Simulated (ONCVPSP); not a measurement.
# Plane-wave convergence, ONCV potential for Au (Z = 79)

* Element: gold (Au)
* Generator: ONCVPSP 4.0.1
* Type: optimised norm-conserving Vanderbilt (ONCV)
* Functional: PBE
* Relativity: fully relativistic
* Frozen core: [Kr] 4d10 4f14
* Valence charge: 19
* Reference configuration: 5s2 5p6 5d10 6s0.75 (charge +0.25)
* Partial waves: 5s+6s: rc 1.88 bohr, ncon 4, nbas 9, qcut 8.5 1/bohr, 3 projectors, debl 4 Ha; 5p: rc 1.40 bohr, ncon 4, nbas 6, qcut 8.4 1/bohr, 1 projector; 5d: rc 1.70 bohr, ncon 5, nbas 9, qcut 7.9 1/bohr, 1 projector
* Local potential: polynomial inside 1.40 bohr (lpopt 5, dvloc0 0 Ha)
* Core correction: Teter function, fcfact 2, rcfact 1.65

Open shells are filled in proportion to 2j + 1.

Question: For each optimised wave give the share of its norm inside rc, the residual kinetic energy above qcut (Ha) and the cutoffs (Ha) for errors of 10, 1, 0.1 and 0.01 mHa per electron.

Answer:

```tsv
wave	norm inside rc	residual KE	10 mHa	1 mHa	0.1 mHa	0.01 mHa
5s	0.993	4.9e-09	11.2	18.9	23.6	27.3
6s	0.170	2.8e-08	7.5	19.1	24.5	28.7
s projector 3	0.110	3.7e-07	18.1	24.9	29.2	32.4
5p j=3/2	0.806	1.2e-04	22.5	30.0	36.3	58.5
5p j=1/2	0.879	9.6e-05	14.1	28.7	35.3	57.3
5d j=5/2	0.619	2.0e-06	15.5	20.0	23.8	26.9
5d j=3/2	0.662	1.5e-06	16.6	21.5	25.1	28.3
```

The occupied waves need 30 Ha and 36 Ha for 1 and 0.1 mHa.
